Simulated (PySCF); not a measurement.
Unknown compound

Molecular formula: C₅H₆FO₂P. Simulated spectra:

$^{1}$H NMR (400 MHz, computed): δ 4.05 (s, 3H), 2.27 (m, 3H).

$^{13}$C{$^{1}$H} NMR (computed): δ 202.4 (C), 154.4 (C), 111.6 (C), 56.6 (CH3), 12.0 (CH3).

[PySCF: GIAO PBE0/pcSseg-1 shieldings; geometry: GFN2-xTB; non-relativistic; averaged over atoms made equivalent by symmetry, fast rotation or ring inversion; no solvent model; one conformer]

Chemical shifts δ = σref − σ; $^{1}$H, $^{13}$C vs TMS, all at this level.

What is the structure?

## Answers


1. 5 carbon signals for 5 carbons: no two carbons are equivalent.
2. Carbon types of the structure: 3 × C, 2 × CH3, which accounts for all hydrogens.
3. δC 202.4: aromatic carbon bearing oxygen; an ipso carbon deshielded by its heteroatom.
4. δC 154.4: aromatic carbon bearing fluorine; the electronegative substituent deshields the carbon that carries it.
5. δC 111.6: substituted aromatic carbon.
6. δC 56.6: methyl carbon bonded to O; deshielded by the electronegative neighbour.
7. δC 12.0: methyl carbon on an aromatic ring; saturated and bonded to C and H only.
8. δH 4.05: hydrogen on a methyl carbon bonded to O; its carbon carries O, an electronegative neighbour.
9. δH 2.27: hydrogen on a methyl carbon on an aromatic ring; benzylic-type position, deshielded by the ring.

The compound is `COc1oc(F)c(C)p1`.

This is the structure that produced the data.

Splittings by $^{19}$F and $^{31}$P in the carbon and heteronuclear signals aren't shown, as no couplings were computed. Shifts are as computed. Against solution values, carbons near 30 ppm lie about +3 ppm off and those near 130 ppm about +5 ppm. Of 1211 compounds with measured shifts, 218 miss one by over three times the rms of a fit or turn the order of signals round; such compounds aren't used in these exercises. Multiplicities follow the n + 1 count of equivalent neighbours, as no J values were calculated; m marks all less simple cases, F and P coupling included.
